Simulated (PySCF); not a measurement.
**Optical rotation: `[H][As@OH27+]([H])([H])[Al@H-]([CH3])[NH]C`, C$_{2}$H$_{11}$AlAsN**

Geometry (Å), atoms numbered from 1 in this order:
```xyz
16

C    -1.5780   -1.5683    0.0953
N    -1.1035   -0.6751   -0.9518
Al   -0.0164    0.7562   -0.9301
C    -0.1755    2.4104    0.1745
As    1.7487   -0.4660    0.7578
H    -1.2650   -2.6052   -0.0828
H    -1.1483   -1.2439    1.0497
H    -2.6690   -1.5530    0.1893
H    -1.5165   -0.9490   -1.8401
H     1.0181    0.6885   -2.0927
H     0.7904    2.9344    0.1967
H    -0.9158    3.1504   -0.1443
H    -0.4182    2.1679    1.2197
H     3.0090   -0.3050   -0.0136
H     1.6860   -1.9009    0.3725
H     2.5463   -0.8326    1.9885
```

Theory: TDDFT CAM-B3LYP/aug-cc-pVDZ circular dichroism and optical rotation, one conformer, gas phase in PySCF. Geometry: GFN2-xTB.

The molecule is flexible and this is one conformer; a measurement averages over conformers. The calculation is non-relativistic, which matters for the atoms heavier than Zn. Singlets 13 and 14 lie within 0.01 eV of each other, so their separate moments and overlaps can depend on how they mix.

Stereocentres: Al3 R.

Problem. Give the optical rotatory dispersion at 633, 589.3, 546, 436, 405, 365, 355 nm.

Solution. [α] in deg dm⁻¹ (g/mL)⁻¹:
| λ (nm) | origin-invariant length gauge | modified velocity gauge | length gauge (centre of mass) | isotropic polarisability (au) |
| --- | --- | --- | --- | --- |
| 633 | +245.9 | +239.6 | +247.8 | 101.6 |
| 589.3 | +299.2 | +291.8 | +301.4 | 102.2 |
| 546 | +372.8 | +364.1 | +375.4 | 102.9 |
| 436 | +784.8 | +770.9 | +789.2 | 106.1 |
| 405 | +1050.2 | +1034.0 | +1055.5 | 107.7 |
| 365 | +1691.8 | +1671.9 | +1698.7 | 110.5 |
| 355 | +1956.3 | +1935.4 | +1963.8 | 111.4 |

Problem. And for the mirror image at 589.3 nm?

Solution. -299.2 deg dm⁻¹ (g/mL)⁻¹ (origin-invariant length gauge): the same size and the opposite sign.

Problem. What is the molar rotation [Φ] = [α]·M/100 of the geometry above at 589.3 nm?

Solution. With M = 151.02 g/mol, +451.8 deg cm² dmol⁻¹ (origin-invariant length gauge).

The first excitation lies at 4.77 eV (260 nm) with R = +47.9 × 10⁻⁴⁰ esu² cm² (velocity form).
